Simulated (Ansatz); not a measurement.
Vertical ionisation energy (eV) of eight silicon and germanium compounds: PBE beside PBE0, computed with Ansatz (an electronic-structure program) for isolated molecules in the bases named; differences from unrounded values. The eight are the first of their class met in an unordered collection, after screening for sound electronic states; none was chosen by its value. Functionals give these values as differences of separate SCF runs (ΔSCF), EOM-CCSD as a root; each molecule has one DFT geometry for both levels.

```tsv
molecule	basis	PBE0	PBE	difference
C2H6F2Si, SMILES [Si@H](CF)(F)C	def2-SVPD	10.89	10.42	-0.47
SiHBr₃, SMILES Br[SiH](Br)Br	def2-SVPD	10.53	[?]	[?]
Cl2FH3Si2, SMILES F[SiH2][SiH](Cl)Cl	def2-SVPD	10.42	9.98	-0.44
C₂H₉FOSi₂, SMILES C[C@H]([SiH3])[Si@@H](F)O	def2-SVPD	10.35	[?]	[?]
C2H11NSi3, SMILES C[SiH2][Si@@H]1CN[SiH2]1	def2-SVPD	8.48	[?]	[?]
Si(F)2(Me)(SeH) (CH₄F₂SeSi), SMILES C[Si](F)(F)[SeH]	def2-SVPD	9.84	9.71	-0.13
Si(Cl)(H)2(NHMe) (CH₆ClNSi), SMILES CN[SiH2]Cl	def2-SVPD	9.44	9.28	-0.17
F2H4N2Si, SMILES N[Si](N)(F)F	def2-SVPD	10.51	10.07	-0.45
```

Question: What belongs in the gaps? (An estimate is asked for; the answer gives what the named calculation found.)

Answer: 
- C2H11NSi3, SMILES C[SiH2][Si@@H]1CN[SiH2]1, PBE: 8.20
- C2H11NSi3, SMILES C[SiH2][Si@@H]1CN[SiH2]1, difference: -0.28
- SiHBr₃, SMILES Br[SiH](Br)Br, PBE: 10.03
- SiHBr₃, SMILES Br[SiH](Br)Br, difference: -0.50
- C₂H₉FOSi₂, SMILES C[C@H]([SiH3])[Si@@H](F)O, PBE: 9.93
- C₂H₉FOSi₂, SMILES C[C@H]([SiH3])[Si@@H](F)O, difference: -0.43

PBE lies below PBE0 in 8 and above it in 0 of the eight; the mean signed difference is -0.36 and the largest -0.50 eV.
